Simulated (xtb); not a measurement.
xtb input (GFN2-xTB):

```bash
xtb mol.xyz --gfn 2 --ohess tight --chrg 1 --uhf 0
```
mol.xyz:
```
14

Si     0.05562217     0.16901930     0.01834364
O     -1.30729867    -0.76871297    -0.44697652
C     -2.41254964    -0.20416851     0.10763413
O      1.54772999    -0.46188166    -0.62213459
C      2.60986097     0.23858246    -0.15107004
H      0.17750563     0.16123786     1.53793981
H     -0.06114888     1.53197159    -0.38786762
H     -3.30345438    -0.84535268    -0.23880215
H     -2.44369140    -0.26246362     1.21069388
H     -2.60443236     0.82688580    -0.29677730
H      3.55590267    -0.14691936    -0.65111611
H      2.54182848     1.33855186    -0.54603245
H      2.72751225     0.26405663     0.91747549
H     -1.17607090    -1.76656902    -0.41964811
```

End of the output:

```
optimized geometry written to: xtbopt.xyz

           -------------------------------------------------
          | TOTAL ENERGY              -18.373975757930 Eh   |
          | TOTAL ENTHALPY            -18.254706280153 Eh   |
          | TOTAL FREE ENERGY         -18.298041718154 Eh   |
          | GRADIENT NORM               0.000464312397 Eh/α |
          | HOMO-LUMO GAP               5.554310857645 eV   |
           -------------------------------------------------

------------------------------------------------------------------------
------------------------------------------------------------------------
 total:
 SCF:
 ANC optimizer:
 analytical hessian:
```

It need not be the lowest isomer of its formula.
